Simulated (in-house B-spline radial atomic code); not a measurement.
Relativistic effects in the vanadium ion V⁵⁺, [Ne] 3s2 3p6: non-relativistic Hartree-Fock (point nucleus) against Dirac-Hartree-Fock (Fermi nucleus of rms radius 3.6002 fm), both averages of the configuration, computed with an all-electron radial atomic-structure program (B-spline basis).

| orbital | ε NR (Eh) | ε Dirac (Eh) | <r> NR (bohr) | <r> Dirac (bohr) | change of <r> (%) |
| --- | --- | --- | --- | --- | --- |
| 1s1/2 | -204.47 | -205.92 | 0.06701 | 0.0664 | -0.9 |
| 2s1/2 | -26.936 | -27.218 | 0.3085 | 0.3056 | -0.9 |
| 2p1/2 | -23.076 | -23.289 | 0.2736 | 0.2708 | -1.0 |
| 2p3/2 | -23.076 | -23.023 | 0.2736 | 0.2735 | -0.1 |
| 3s1/2 | -5.9394 | ? | 0.9113 | ? | ? |
| 3p1/2 | -4.7136 | -4.7435 | 0.949 | 0.943 | -0.6 |
| 3p3/2 | -4.7136 | ? | 0.949 | ? | ? |

Task: What happens to 3s1/2?

Result: Its energy goes to -5.9847 hartree and <r> to 0.9054 bohr (-0.65 %).

Task: What happens to 3p3/2?

Result: Its energy goes to -4.7064 hartree and <r> to 0.949 bohr (+0.01 %).

Task: What explains the pattern of contraction and expansion?

Result: The s and p1/2 orbitals contract directly, as their density near the nucleus moves at relativistic speed. Nothing expands appreciably in this ion.

Task: By how much does the total energy change?

Result: By -5.4052 hartree, from -937.076 to -942.482.
